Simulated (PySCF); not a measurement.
Can point charges reproduce the dipole moment of `O[Si@@H]([SiH3])O[SiH3]`?

Coordinates (GFN2-xTB, Å) and charges (e) from the PBE0/pcSseg-1 density (PySCF):

| atom | x | y | z | Mulliken | IAO | Hirshfeld | ESP-fitted |
| --- | --- | --- | --- | --- | --- | --- | --- |
| O1 | -0.492 | 1.915 | -1.256 | -0.5536 | -0.7959 | -0.3126 | -0.7152 |
| Si2 | -0.390 | 0.999 | 0.082 | +0.9108 | +1.0928 | +0.3920 | +0.7137 |
| Si3 | -2.075 | -0.535 | -0.137 | +0.0864 | +0.2326 | +0.2101 | +0.1400 |
| O4 | 1.080 | 0.285 | 0.082 | -0.7305 | -0.8928 | -0.3091 | -0.4578 |
| Si5 | 2.155 | -0.856 | 0.464 | +0.7338 | +0.8897 | +0.3910 | +0.5817 |
| H6 | 0.210 | 2.505 | -1.520 | +0.2486 | +0.3683 | +0.1828 | +0.4488 |
| H7 | -0.318 | 1.872 | 1.262 | -0.1481 | -0.1698 | -0.0931 | -0.1587 |
| H8 | -3.386 | 0.070 | 0.129 | -0.0596 | -0.0941 | -0.0741 | -0.0633 |
| H9 | -1.941 | -1.648 | 0.815 | -0.0675 | -0.1010 | -0.0777 | -0.0832 |
| H10 | -2.176 | -1.161 | -1.462 | -0.0479 | -0.0843 | -0.0664 | -0.0399 |
| H11 | 3.232 | -0.684 | -0.508 | -0.1252 | -0.1424 | -0.0798 | -0.1200 |
| H12 | 2.598 | -0.604 | 1.835 | -0.1228 | -0.1508 | -0.0818 | -0.1245 |
| H13 | 1.498 | -2.158 | 0.352 | -0.1243 | -0.1524 | -0.0814 | -0.1216 |

Task: Compute μ = Σ q r for each scheme (1 e·Å = 4.803 D) and compare with the dipole of the full density.

Result: The full density gives (1.25, 0.34, 0.26) D, 1.32 D in size; dipole vectors point from the negative to the positive end.

| scheme | μx | μy | μz | size (D) | share of the full size (%) | angle to the full dipole (°) |
| --- | --- | --- | --- | --- | --- | --- |
| Mulliken | 0.75 | -0.46 | 1.33 | 1.59 | 121 | 57 |
| IAO | 0.89 | -0.92 | 1.89 | 2.29 | 173 | 65 |
| Hirshfeld | 0.46 | 0.10 | 0.21 | 0.51 | 39 | 12 |
| ESP-fitted | 1.23 | 0.32 | 0.29 | 1.30 | 99 | 2 |

Task: Which set comes closest?

Result: Length of the difference vector: ESP-fitted 0.04 D, Hirshfeld 0.83 D, Mulliken 1.42 D, IAO 2.10 D. Closest: ESP-fitted. The schemes that divide the density aren't constrained to reproduce the dipole.

Task: What is left for the Hirshfeld atoms' own dipoles?

Result: The shares of the density sum to the whole, so what Σ q r misses lies in dipoles about the nuclei. The atomic dipoles sum to (1.25, 0.34, 0.26) − (0.46, 0.10, 0.21) = (0.79, 0.24, 0.05) D, 0.83 D in size.

Task: With the origin at the mean of the coordinates, (0.000, 0.000, 0.011) Å, which are the largest single terms, by size, of the IAO dipole along the direction of the full one?

Result: Si5 +8.16, O4 -4.76, Si3 -2.38, H12 -1.93, H11 -1.90 D; all 13 atoms together +0.98 D. The single terms depend on the origin, their sum doesn't.

Task: Give the size of the full dipole in other units.

Result: 1.32 D = 0.520 au = 0.275 e·Å = 4.41 × 10⁻³⁰ C·m.

Isolated species at its GFN2-xTB geometry (one conformer only). GFN2-xTB frequencies show an imaginary mode (22i cm⁻¹), so this geometry is no minimum at that level.

These values come from a run that also computed NMR shieldings. Time: 12 s wall; peak memory 0.66 GiB. Hardware: Arm Neoverse V2, one thread, no GPU (shared host).

Conformer computed: `[OH:1][Si@@H:2]([SiH3:3])[O:4][SiH3:5]`: O1–Si2–O4–Si5 -155°, H–O1–Si2–Si3 -166°.
